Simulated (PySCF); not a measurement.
Species: C₅H₃F₂O₂ (charge -1).
Cartesian coordinates in Å at the GFN2-xTB level; atoms count from 1:
```xyz
12
C5H3F2O2 angstrom
O      0.0626    1.4979    1.9278
C      0.4186    0.9289    0.8908
O      1.6397    1.2203    0.2958
C      1.7512    0.4399   -0.8273
C      0.6609   -0.3413   -0.9848
C     -0.2116   -0.0519    0.0995
C     -1.5162   -0.6075    0.4132
F     -1.5343   -1.9890    0.5911
F     -2.4748   -0.4423   -0.5835
H      2.6513    0.5527   -1.4021
H      0.4817   -1.0462   -1.7761
H     -1.9278   -0.1622    1.3297
```

Computed geometry: GFN2-xTB, gas phase.

Masses are those of the commonest isotopes; rigid-rotor values at the optimised geometry. The values belong to one conformer with, in the numbering `[O-:1][c:2]1[o:3][cH:4][cH:5][c:6]1[CH:7]([F:8])[F:9]`, C5–C6–C7–F8 59°.

(1) What are A, B and C (MHz)?

(2) What kind of rotor is it?

(3) Is it planar, by Δ = Ic − Ia − Ib?

(4) Estimate the classical rotational partition function at 50 K, 100 K and 298.15 K.

Results:

(1) Ia = 174.86, Ib = 412.60, Ic = 498.99 u·Å²; 505379 MHz·u·Å²/I gives A = 2890, B = 1225, C = 1013 MHz.

(2) An asymmetric top: κ = (2 × 1225 − 2890 − 1013)/(2890 − 1013) = -0.77.

(3) Not planar: Δ = Ic − Ia − Ib = -88.47 u·Å². For a rigid frame Δ = −2 Σ m c², so Σ m c² = 44.24 u·Å² lies off the ab plane: 0.00 from hydrogen and 44.24 from heavier atoms. The atom farthest from that plane is 1.08 Å away.

(4) Point group Cs, symmetry number σ = 1; q = (√π/σ)·√((kT/h)³/(ABC)), k/h = 20836.6 MHz/K: 31500 at 50 K, 89000 at 100 K, 458000 at 298.15 K.

Not checked by GFN2-xTB frequencies. Zero-point vibration and centrifugal distortion are left out.
